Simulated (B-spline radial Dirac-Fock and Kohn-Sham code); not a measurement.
Au⁶⁴⁺: eigenvalues, ΔSCF and the reference

System: the Au⁶⁴⁺ ion, configuration [Ne] 3s2 3p3.

The density-functional columns are spherical, spin-unpolarised Dirac-Kohn-Sham results without Breit or QED terms: −ε is minus the orbital energy of the initial state and ΔSCF the difference of two total energies. The reference in the last column comes from Dirac-Fock energy differences between relaxed states, corrected for Breit and QED terms. All numbers are from a radial atomic solver, in eV; a selection of levels is shown. For the 1s level of heavy atoms much of the gap between ΔSCF and the reference is the Breit and QED part, -433.2 eV here; for other levels the error of the functional can be larger.

```tsv
level	LDA −ε	LDA ΔSCF	Dirac-Fock
K	85914.1	86583.1	86157.7
L1	19346.9	19511.2	19541.8
L3	16961.1	17136.8	17111.1
M1	7761.8	7829.7	7821.8
M2,3	7241.1	7310.4	7296.5
```

Values without a named source are computed, but for edge energies of neutral atoms, which are taken from tables.
